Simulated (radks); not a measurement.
Results of a calculation; reference values are marked as such.
Ionisation of the ruthenium ion Ru2+, [Kr] 4d6, to Ru3+, [Kr] 4d5, under several functionals. Dirac Kohn-Sham, spin-unpolarised, spherical densities, finite nucleus; open shells fill j = l - 1/2 first; a radial shooting solver on a logarithmic mesh with Libxc functionals. Known Delta-SCF values: LDA (Slater exchange, VWN5 correlation) 30.618 eV; BLYP 30.284 eV. What does exchange-only LDA give, and what is its highest occupied eigenvalue?

Answer. 29.094 eV by Delta-SCF; the 4d5/2 eigenvalue is -22.698 eV. NIST: 28.470 eV (semi-empirical).

Beside tabulated values, note that spin-unpolarised runs miss the spin-polarisation part of the exchange energy of open shells.
